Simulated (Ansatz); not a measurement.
`NB(Cl)[O][GeH3]` and `NB(F)Cl` differ in one atom or group.

Ansatz, PBE0-D4/def2-TZVP geometries, multiplicity 1. Each molecule was computed in one conformer, which needn't be the lowest.

Scalar relativity is left out up to krypton.

```tsv
property	`NB(Cl)[O][GeH3]`
HOMO–LUMO gap (PBE/def2-TZVPP) / eV	5.67
zero-point energy (PBE0-D4/def2-TZVP) / kJ/mol	159.9
HOMO energy (PBE/def2-TZVPP) / eV	-6.57
LUMO energy (PBE/def2-TZVPP) / eV	-0.89
size of the dipole moment (ωB97M-V/def2-TZVPP) / D	3.71
HOMO–LUMO gap (B3LYP/def2-TZVPP) / eV	7.45
```

**Question.** Give the same properties after the change, and the shifts. (Estimate.)

**Answer.** Ansatz gave: 
| property | `NB(F)Cl` | shift |
| --- | --- | --- |
| HOMO–LUMO gap (PBE/def2-TZVPP) / eV | 7.03 | 1.36 |
| zero-point energy (PBE0-D4/def2-TZVP) / kJ/mol | 93.2 | -66.7 |
| HOMO energy (PBE/def2-TZVPP) / eV | -7.12 | -0.55 |
| LUMO energy (PBE/def2-TZVPP) / eV | -0.10 | 0.79 |
| size of the dipole moment (ωB97M-V/def2-TZVPP) / D | 2.77 | -0.94 |
| HOMO–LUMO gap (B3LYP/def2-TZVPP) / eV | 8.63 | 1.18 |

With PBE0 the HOMO falls by 0.56 eV and the LUMO rises by 0.74 eV, so the gap widens by about 1.30 eV. PBE moves the HOMO by -0.55 eV and ωB97M-V by -0.54 eV. The zero-point energy changes by -66.7 kJ/mol with -12 modes. Dipoles are sizes alone; their direction can turn.

B3LYP here is the variant with VWN-RPA as its local correlation; programs differ in this.
